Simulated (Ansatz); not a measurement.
Cost and result up the ladder for the cluster Ge₃O₃ (6 atoms). The state is a singlet with charge 0. Geometry: r2SCAN-D4/def2-SVP.

Cartesian coordinates in Å:
```
Ge -1.3291 -0.0877 1.4236
Ge 0.7539 1.7195 -0.5252
Ge 0.5747 -1.6316 -0.8988
O 1.1033 0.0709 -1.1647
O -0.4768 1.3445 0.7370
O -0.6260 -1.4157 0.4281
```

Ansatz on 4 threads of Arm Neoverse V1 on a shared host. Times are rough, and most runs start from the orbitals of an earlier one. CAM-B3LYP-D4/def2-TZVP serves as the yardstick here, not as an exact answer. Differences are given only for rows in sets of like size (and for xTB, whose basis is part of the method), since another set adds its own error. Binding counts from free atoms at the same level (Ge triplet, O triplet; other spins of the atoms weren't run), without zero-point energy or a counterpoise term.

The 6-31G sets use Cartesian d functions. B3LYP takes the VWN-RPA correlation. Correlated methods freeze 30 core orbitals; core or outer-core shells of Ge are correlated, in sets that lack core-valence functions. The rows differ in basis, and correlated rows in double-zeta sets carry the largest basis error. The structure comes from a short search, and lower isomers may exist.

Correlated methods converge slowly with the basis, most of all in double-zeta sets.

| level | functions | wall time |
| --- | --- | --- |
| HF/STO-3G | 69 | 0.4 s |
| PBE-D4/def2-SVP | 138 | 1.4 s |
| B3LYP-D4/6-31G | 114 | 2.1 s |
| PBE0-D4/def2-SVP | 138 | 2.6 s |
| revPBE-D4/def2-TZVP | 237 | 3 s |
| PBE-D4/def2-TZVP (with forces) | 237 | 3.8 s |
| revPBE-D4/def2-TZVPD | 282 | 4.7 s |
| r2SCAN-D4/def2-TZVP | 237 | 6.5 s |
| MP2/def2-TZVP | 237 | 6.5 s |
| CAM-B3LYP-D4/def2-TZVP | 237 | 7 s |
| PBE0-D4/def2-TZVP | 237 | 7.5 s |
| PBE0-D4/def2-TZVPD | 282 | 8.5 s |
| B2PLYP/def2-TZVP | 237 | 10 s |
| CCSD(T)/def2-SVP | 138 | 28 s |

(1) Estimate what each level gives for the binding energy per atom (eV).

Answers

(1) 
```csv
level,binding energy per atom (eV),difference from CAM-B3LYP-D4/def2-TZVP (eV)
HF/STO-3G,2.49,–
PBE-D4/def2-SVP,4.43,–
B3LYP-D4/6-31G,4.06,–
PBE0-D4/def2-SVP,4.14,–
revPBE-D4/def2-TZVP,4.23,0.00
PBE-D4/def2-TZVP (with forces),4.42,0.18
revPBE-D4/def2-TZVPD,4.23,0.00
r2SCAN-D4/def2-TZVP,4.26,0.02
MP2/def2-TZVP,4.35,0.11
CAM-B3LYP-D4/def2-TZVP,4.24,0.00
PBE0-D4/def2-TZVP,4.16,-0.08
PBE0-D4/def2-TZVPD,4.16,-0.08
B2PLYP/def2-TZVP,4.19,-0.05
CCSD(T)/def2-SVP,3.81,–
```
